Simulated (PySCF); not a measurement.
## Gas-phase XPS of `Br[BH-]1[NH2+][BH2-][NH2+]1`, computed

B2BrH7N2.
Bonds: Br1–B2, B2–N3, N3–B4, B4–N5, B2–N5. Hydrogens: H6 on B2; H7, H8 on N3; H9, H10 on B4; H11, H12 on N5.

Method: PySCF 2.14.0, delta-SCF UKS SCAN, pcX-2 on the ionised atom, pcseg-1 elsewhere, spin-free X2C. Each binding energy is the total energy of the core-ionised species, with the hole localised on one atom, minus that of the ground state; both are solved self-consistently, so orbital relaxation is included.

Task: Give the core binding energies atom by atom.

Result: 
```
atom(s)                     environment  level  binding energy (eV)  above the level's lowest (eV)  count
  N3/N5  nitrogen bonded to 2 B and 2 H   N 1s               406.38                           0.00      2
     B2           four-coordinate boron   B 1s               196.72                          +1.12      1
     B4           four-coordinate boron   B 1s               195.60                           0.00      1
```

Lowest listed B 1s: B4, bonded to 2 N and 2 H. Highest, 1.12 eV above it: B2, bonded to 2 N, Br and H. Summing the Pauling electronegativity differences to the bonded atoms, each weighted by its formal bond order, gives +2.32 for the lowest site and +3.08 for the highest.

Task: What is the longest wavelength that can ionise B 1s of B2 vertically?

Result: λ = hc/E = 12398.42 eV Å / 196.72 eV = 63.026 Å.

Atoms equivalent by their bonding share one computed value, that of the first of them. No level of bromine is listed. The structure is a single PBE0-D3(BJ)/def2-SVP conformer in the gas phase; no vibrational or solvent corrections.
